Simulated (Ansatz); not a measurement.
`F[SiH2][SnH3]` + `C=N` → `C=N[SiH2]F` + `[SnH4]` at 700 K and 1 bar (cleavage of the Si–Sn bond).

Program: Ansatz. Geometries: PBE0-D4/def2-TZVP. ΔE: electronic, gas phase. CCSD(T)/CBS is the MP2 limit (def2-TZVPP, def2-QZVPP) plus CCSD(T) − MP2 in def2-TZVPP, frozen cores. This one scheme is used for every species. Elements past krypton have def2 core potentials. For Sn outer-core shells are correlated without core-valence functions, which leaves a few kJ/mol of doubt a bond. Each species was taken in one conformer, which may not be the lowest.

```
        species  CCSD(T)/CBS energy (Eh)  H − E (kJ/mol)  S (J/(mol·K))
`F[SiH2][SnH3]`               -605.93962           172.3          439.4
          `C=N`                -94.52360           135.6          268.6
   `C=N[SiH2]F`               -484.08456           192.5          390.9
       `[SnH4]`               -216.39156           106.0          282.9
```

H − E and S are ideal-gas, rigid-rotor, harmonic terms from PBE0-D4/def2-TZVP, for one conformer and one mirror image of each species. 1 Eh = 2625.50 kJ/mol, R = 8.31446 J/(mol·K).

Q: By hand: ΔE, ΔH, ΔS and ΔG.

A: ΔE = (-484.08456) + (-216.39156) − (-605.93962) − (-94.52360) = -0.01290 Eh = -33.9 kJ/mol. Δ(H − E) = 192.5 + 106.0 − 172.3 − 135.6 = -9.4, so ΔH = -43.3 kJ/mol. ΔS = 390.9 + 282.9 − 439.4 − 268.6 = -34.2 J/(mol·K). ΔG = -43.3 − 700 × (-34.2)/1000 = -19.4 kJ/mol.

Q: By hand: the equilibrium constant, and the temperature at which ΔG would vanish if ΔH and ΔS stayed fixed.

A: log₁₀ K = −ΔG/(RT ln 10) = 1.4. ΔG = 0 at ΔH/ΔS = 1266 K.

TΔS isn't small against ΔH here. A doubt of 5 kJ/mol in ΔE shifts log₁₀ K by 0.4 here. Other conformers and mirror images would add mixing entropy, several J/(mol·K) or more a flexible species. These are equilibria of isolated gas molecules and say nothing of rates. Largest T1 diagnostic: 0.013 (customary marks: 0.02 for closed shells, 0.045 for open ones).
